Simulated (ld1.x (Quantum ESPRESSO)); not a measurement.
## Zn (Z = 30) RRKJ: all-electron and pseudo phase curves

ld1.x (Quantum ESPRESSO) 7.5 input, shortened:

```
&input
   title='Zn', zed=30., rel=1, dft='PW91', iswitch=3,
   config='[Ar] 3d10 4s1.75 4p0'
 /
 &inputp
   pseudotype=2, tm=.false., rho0=0.02, lloc=0,
   nlcc=.true., new_core_ps=.true.
 /
3
4P  2  1   0.00   0.00  2.25  2.25  0.0
3D  3  2  10.00   0.00  0.75  0.75  0.0
4S  1  0   1.75   0.00  1.50  1.50  0.0
 &test
   configts(1)='3d10 4s1.75 4p0'
 /
```

The phase is arctan(r·u′/u) with u = r·R(r), unwrapped; energies in Ry, scanned from -3 to 5 Ry. A pole is an energy at which the radial function vanishes at the test radius. The pseudo phase is shifted by a multiple of π to meet the all-electron one at the reference energy, and phase errors are pseudo minus all-electron; the curves can meet again beyond the range given. Levels narrower than the energy grid can be missing from the lists of poles.

```csv
channel,radius (bohr),reference energy (Ry),"poles, all-electron","poles, pseudo",unbroken range about the reference energy with phases within 0.05 rad,phase error 1 Ry above the reference energy (rad)
s,2.44,-0.58,1.18,1.11,below 2.5,-0.005
p,2.44,-0.20,2.34,2.38,below 5.0,+0.001
d,2.44,-0.92,"-0.83, 4.43",-0.83,below 0.6,+0.021
```

Phases in the d channel:

```tsv
E (Ry)	all-electron	pseudo
-3.00	1.339	1.340
-2.76	1.329	1.330
-2.52	1.318	1.319
-2.28	1.304	1.306
-2.04	1.286	1.289
-1.80	1.264	1.266
-1.56	1.229	1.233
-1.32	1.163	1.168
-1.08	0.882	0.891
-0.84	-1.546	-1.544
-0.60	-1.784	-1.777
-0.36	-1.859	-1.849
-0.12	-1.914	-1.900
0.12	-1.970	-1.948
0.36	-2.036	-2.003
0.60	-2.122	-2.070
0.84	-2.243	-2.159
1.08	-2.427	-2.283
1.32	-2.720	-2.465
1.56	-3.152	-2.739
1.80	-3.622	-3.121
2.04	-3.976	-3.538
2.28	-4.200	-3.875
2.52	-4.343	-4.104
2.76	-4.440	-4.256
3.00	-4.509	-4.361
3.24	-4.562	-4.436
3.48	-4.603	-4.493
3.72	-4.637	-4.537
3.96	-4.666	-4.572
4.20	-4.691	-4.602
4.44	-4.714	-4.626
4.68	-4.735	-4.648
4.92	-4.755	-4.667
```
